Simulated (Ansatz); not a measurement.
Gas-phase electronic energies from Ansatz, PBE0-D4/def2-TZVP geometries. CCSD(T)/CBS is the MP2 limit (def2-TZVPP, def2-QZVPP) plus CCSD(T) − MP2 in def2-TZVPP, frozen cores. DFT in def2-TZVPP. B3LYP here is the variant with VWN-RPA as its local correlation; programs differ in this. For Ga, Se outer-core shells are correlated without core-valence functions, which leaves a few kJ/mol of doubt a bond. Scalar relativity is left out up to krypton. Each species was taken in one conformer, which may not be the lowest.

Reaction (formal exchange of groups at the Se–C bond): `OC1([SeH])CC1` + `[OH][GaH2]` → `[OH][GaH][SeH]` + `OC1CC1`

Question: Is it downhill or uphill in electronic energy at CCSD(T)/CBS, and by how much? (An estimate is asked.)

Answer: The calculation gave: Downhill: ΔE = -142.9 kJ/mol.

Question: What do these levels give: B3LYP-D4, ωB97X-V, B2PLYP, r2SCAN, PBE0, B3LYP, HF/def2-TZVPP, SCS-MP2/def2-TZVPP, CCSD/def2-TZVPP, CCSD(T)/def2-TZVPP, SCS-MP2/def2-QZVPP, CCSD/CBS(def2)? (An estimate is asked.)

Answer: Computed: B3LYP-D4 -140.8, ωB97X-V -138.9, B2PLYP -144.5, r2SCAN -143.8, PBE0 -146.6, B3LYP -146.9, HF/def2-TZVPP -160.9, SCS-MP2/def2-TZVPP -138.8, CCSD/def2-TZVPP -143.7, CCSD(T)/def2-TZVPP -140.2, SCS-MP2/def2-QZVPP -139.7, CCSD/CBS(def2) -146.4 kJ/mol.

Largest T1 diagnostic among the species: 0.015.

In def2-TZVPP, CCSD(T) changes the Hartree–Fock value by +20.7 kJ/mol (the triples alone add +3.5 kJ/mol) and MP2 by +22.2 kJ/mol. The D4 term adds +6.1 kJ/mol with B3LYP and +3.1 kJ/mol with PBE0; it sums over pairs of atoms, weighted by their polarisabilities, and B3LYP, whose exchange is more repulsive, gets the larger term. From PBE to PBE0 (25 % exact exchange), in def2-TZVPP and without D4, ΔE moves by −6.4 kJ/mol.
